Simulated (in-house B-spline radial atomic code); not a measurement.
How numerical settings move a run on neutral molybdenum, [Kr] 4d5 5s1. Computed with a B-spline radial code for spherical atoms: Dirac-Kohn-Sham PBE0, spherical fractional occupations, Fermi nucleus of rms radius 4.4091 fm.

Command:
```bash
python run_scf.py task.json out
```
Settings of the sound reference run:
```
Z                42
electrons        42
configuration    [Kr] 4d5 5s1
hamiltonian      dirac
method           pbe0
spin_polarised   False
nucleus          fermi
rms_radius       4.4091
mass_number      98
atomic_mass      97.9054
speed_of_light   137.036
knot_spacing     0.22
spline_order     8
gauss_points     12
box_radius       50
max_iterations   70
damping          0.5
damped_steps     3
diis_vectors     10
tolerance        1e-08
start            Thomas-Fermi
```

Cost of the run: 1.8 s on 1 thread of Arm Neoverse V1, with other jobs on the host.

It converges in 10 iterations to -4049.008075 hartree, with 4d5/2 at -3.83369 eV. The other runs change the listed settings, some to values that make no sense; their results aren't properties of the atom or ion. Radii are in bohr (the nuclear one in fm), a minus after a letter asks for a j subshell, and «unchanged» means within 1e-8 hartree. The run stops when the residual is below 10 × tolerance × max(1, Z/10), or a noise floor if that is larger, and the energy moves by less than 1e-8 × √|E| hartree; so very loose and very tight tolerances often act alike.

```tsv
changed settings	outcome
knot_spacing = 2, box_radius = 7.5, max_iterations = 75, diis_vectors = 0	converged in 19 iterations, energy +1.93e+02 hartree from the reference, 4d5/2 level -1.0e+00 eV (the program warns: 4d5/2 reaches the box edge; 1s1/2 reaches the box edge)
electrons = 43, configuration = [Kr] 4d5 5s1 6p-1, max_iterations = 75	converged in 21 iterations to -4049.0003 hartree, a different physical problem (warning: 6p1/2 has a positive eigenvalue: unbound, held by the box)
knot_spacing = 0.15	converged in 10 iterations, energy -2.14e-06 hartree from the reference, 4d5/2 level -1.2e-06 eV
knot_spacing = 1, first_knot = 2.38e-06, max_iterations = 2, damping = 0.95	not converged after 2 iterations, last residual 7.5e-01, last energy +1.61e+01 hartree from the reference
knot_spacing = 0.55, max_iterations = 75, start = bare nucleus	converged in 13 iterations, energy +1.67e-01 hartree from the reference, 4d5/2 level -4.0e-03 eV
knot_spacing = 0.1	converged in 10 iterations, energy -2.24e-06 hartree from the reference, 4d5/2 level -1.2e-06 eV
electrons = 43, configuration = [Kr] 4d5 5s1 3f1, max_iterations = 50	stopped with error: there is no 3f shell
diis_vectors = 2	converged in 18 iterations, energy unchanged, 4d5/2 level -3.7e-06 eV
diis_vectors = 0	converged in 20 iterations, energy unchanged, 4d5/2 level +1.2e-05 eV
gauss_points = 3	converged in 10 iterations, energy +1.77e-04 hartree from the reference, 4d5/2 level +6.1e-06 eV
knot_spacing = 1	converged in 11 iterations, energy +1.41e+01 hartree from the reference, 4d5/2 level -1.4e+00 eV
knot_spacing = 0.3	converged in 10 iterations, energy +1.23e-05 hartree from the reference
gauss_points = 5	converged in 10 iterations, energy -1.10e-08 hartree from the reference
knot_spacing = 2	converged in 9 iterations, energy +3.72e+02 hartree from the reference, 4d5/2 level -2.0e+01 eV (the program warns: 4d5/2 reaches the box edge; 3p1/2 reaches the box edge)
diis_vectors = 4	converged in 11 iterations, energy unchanged, 4d5/2 level +1.5e-05 eV
gauss_points = 4	converged in 10 iterations, energy +3.31e-07 hartree from the reference, 4d5/2 level -8.0e-07 eV
```

(1) What happens with gauss_points = 16?

(2) What happens with box_radius = 100, max_iterations = 5, diis_vectors = 1?

(3) What happens with knot_spacing = 0.4?

(4) What happens with knot_spacing = 0.75?

Results:

(1) Converged in 10 iterations, energy unchanged.

(2) Not converged after 5 iterations, last residual 7.0e-03, last energy +3.13e-03 hartree from the reference.

(3) Converged in 11 iterations, energy +1.01e-03 hartree from the reference, 4d5/2 level +6.9e-05 eV.

(4) Converged in 11 iterations, energy +7.12e+00 hartree from the reference, 4d5/2 level -1.1e-01 eV.
